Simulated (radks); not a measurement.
The numbers below are computed, except where a source is named.
All-electron atom: the samarium ion Sm2+ in [Xe] 4f6. Code: a radial shooting solver on a logarithmic mesh with Libxc functionals. Model: scalar-relativistic Kohn-Sham, r2SCAN, spin-polarised, spherical densities, finite nucleus; open shells are filled with parallel spins first (spin-orbit coupling, left out, can overturn this in heavy ions); meta-GGA in the generalised Kohn-Sham scheme; Fermi nuclear charge, rms radius 5.0819 fm; hard spherical wall at 10 bohr.

Normalised radial functions P(r) = r R(r), r in bohr:

r	4d down	5p up	6s up
0.001978	0.0000	0.0028	0.0259
0.003097	0.0002	0.0059	0.0357
0.004847	0.0006	0.0127	0.0468
0.007586	0.0019	0.0266	0.0564
0.01197	0.0067	0.0543	0.0578
0.01873	0.0214	0.1013	0.0397
0.02932	0.0645	0.1658	-0.0072
0.04589	0.1743	0.2126	-0.0706
0.07183	0.3968	0.1522	-0.0896
0.1124	0.6857	-0.0857	0.0079
0.176	0.7175	-0.3060	0.1331
0.2754	0.0323	-0.0626	0.0226
0.4311	-1.0490	0.4338	-0.1963
0.6747	-1.3006	0.1574	0.0102
1.065	-0.6254	-0.6974	0.3210
1.666	-0.1271	-0.8539	-0.0023
2.608	-0.0086	-0.3744	-0.5406
4.082	-0.0001	-0.0570	-0.5336
6.389	0.0000	-0.0020	-0.1666
10	0.0000	0.0000	0.0000

4d down: eigenvalue -139.90 eV, 1 radial node at r = 0.279 bohr, <r> = 0.672 bohr, 90 % of the charge inside 1.01 bohr. 5p up: eigenvalue -38.032 eV, 3 radial nodes at r = 0.0984, 0.290, 0.735 bohr, <r> = 1.63 bohr, 90 % of the charge inside 2.38 bohr. 6s up (empty): eigenvalue -13.002 eV, 5 radial nodes at r = 0.0278, 0.110, 0.286, 0.667, 1.66 bohr, <r> = 3.58 bohr, 90 % of the charge inside 5.13 bohr.
